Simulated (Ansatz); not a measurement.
Born–Oppenheimer molecular dynamics of CH$_{6}$NSi$_{2}$ (10 atoms, charge 1, multiplicity 1). It goes on from the last frame of an earlier run, with new velocities.

Method: Ansatz, RKS PBE-D4/6-31G.

| Quantity | Value |
| --- | --- |
| ensemble | NVT, Langevin thermostat |
| time step | 0.5 fs |
| steps asked | 250 |
| set temperature | 200 K |
| friction | 1 /fs |
| seed | 783300 |

First frame:

```xyz
10
Properties=species:S:1:pos:R:3
C -0.652 1.484 -1.363
Si -0.481 -0.270 -1.384
Si 0.538 -1.153 0.473
N 0.596 -0.325 1.988
H -1.123 2.119 -2.162
H -0.386 2.084 -0.460
H -0.603 -1.145 -2.661
H 1.238 -2.526 0.606
H 0.192 0.595 2.157
H 1.041 -0.762 2.796
```

Problem. How far do the bonds stretch over the last three quarters of this one trajectory? (Pairs bonded in most of those frames.)

Solution. 
```tsv
bond	mean (Å)	spread (Å)	shortest	longest
C1–Si2	1.760	0.027	1.71	1.81
C1–H5	1.098	0.025	1.04	1.15
C1–H6	1.096	0.018	1.06	1.15
Si2–Si3	2.374	0.031	2.31	2.44
Si2–H7	1.503	0.038	1.43	1.59
Si3–N4	1.721	0.012	1.69	1.74
Si3–H8	1.490	0.025	1.44	1.55
N4–H9	1.027	0.019	0.98	1.07
N4–H10	1.027	0.015	1.00	1.06
```

Mean temperature of the second half: 187 K. A run of 0.12 ps of so small a system gives no equilibrium averages. The friction is so strong that the motion is overdamped, so the time scale means little. Limits of this set-up: no polarisation functions, the dipole of an ion depends on the origin.

Time of the run: 6.4 min on 1 CPU thread of a shared host.
